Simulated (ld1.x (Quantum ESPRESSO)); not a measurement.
## Configuration tests for gadolinium (Gd) (TM)

| Property | Result |
| --- | --- |
| Element | Gd |
| Generator | ld1.x (Quantum ESPRESSO) 7.5 |
| Type | norm-conserving Troullier–Martins (Kleinman–Bylander form) |
| Functional | PBE |
| Relativity | fully relativistic |
| Frozen core | [Xe] |
| Valence charge | 10 |
| Reference configuration | 4f7 5d1 6s1.5 6p0.5 |
| Partial waves | 6s (bound): rc 3.45 bohr; 6p (bound): rc 4.10 bohr; 5d (bound): rc 2.05 bohr; 4f (bound): rc 0.95 bohr |
| Local potential | all-electron potential smoothed inside 1.40 bohr (lloc = -2) |
| Core correction | none |

Open shells are filled in proportion to 2j + 1 (rel_dist='average').

Energies are relative to the spin-unpolarised reference configuration 4f7 5d1 6s1.5 6p0.5; without spin polarisation the order of configurations can differ from experiment. Not all tests gave a result: 2 of 7 tests not solved or not reliable. Left out of the table: 4f6 5d2 6s1 6p0 (solver errors, printed error -2.2 eV); 4f7 5d1 6s0 6p1 (solver errors, printed error -941 eV).

| valence configuration | charge | ΔE all-electron (eV) | error AE − PS (meV) |
| --- | --- | --- | --- |
| 4f7 5d1 6s2 6p0 | 0 | -1.409 | +1.6 |
| 4f7 5d1 6s1 6p0 | +1 | 5.237 | +6.5 |
| 4f7 5d1 6s0 6p0 | +2 | 17.336 | +184 |
| 4f7 5d2 6s0 6p0 | +1 | 6.350 | +58 |

What are ΔE and the potential's error for 4f7 5d1 6s0 6p2?

ΔE = 4.440 eV all-electron; the error (AE − PS) is +23 meV.

Note: ghost states, extra bound levels that the all-electron valence spectrum of the same l lacks: s at -85.6 eV, p3/2 at -39.9 eV, p1/2 at -36.2 eV. A true bound ghost makes a file unfit for plane-wave use.
